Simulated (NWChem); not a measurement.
**Correlation energy of CH$_{2}$N**

```
C
N 1 1.2423
H 1 1.1088 2 121.69
H 1 1.1088 3 116.62 2 180.00
```
Charge 0, spin multiplicity 2.

The numbers come from NWChem runs, not from measurements. Structure: optimised with UPBE0/def2-SVP, a minimum by its harmonic frequencies.

Basis set: 6-31G*. Each correlation energy counts from its own Hartree-Fock reference.

The correlated methods keep 2 core orbitals frozen. The Pople sets run with spherical d functions. The structure started from a generated list of species. The unpaired electrons of the parent sit in orbitals of symmetry b1 (C2v labels of the run); other states weren't searched. No SCF solution was tested for a lower state. Open-shell Hartree-Fock references start from PBE0 orbitals. Coupled-cluster values serve here as a point of comparison, not as the truth.

For the correlation energy, CCSDT on ROHF gives -291.9 mHa and CCSD(T) on ROHF gives -291.4 mHa. What do CCSD on ROHF, CCSD[T] on ROHF give?

CCSD on ROHF: -282.0 mHa; CCSD[T] on ROHF: -292.1 mHa.
